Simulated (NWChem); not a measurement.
A series in which one site is exchanged, each optimised at PBE0/def2-SVP with NWChem, gas phase unless a solvent is named. This build's default masses of Se (78.918 u) and Br (79.917 u) are each other's, which moves their modes by up to 0.6 %.

A: C=C=C(Br)C#C (C5H3Br; site = Br)
B: C#CC(Cl)=C=C (C5H3Cl; site = Cl)
C: C=C=CC#C (C5H4; site = H)
D: FC(=C=C)C#C (C₅H₃F; site = F)

### Question
Rank them by orbital gap (eV), PBE0/def2-SVP, lowest first.

### Answer
A (5.62), B (5.96), D (6.08), C (6.25)
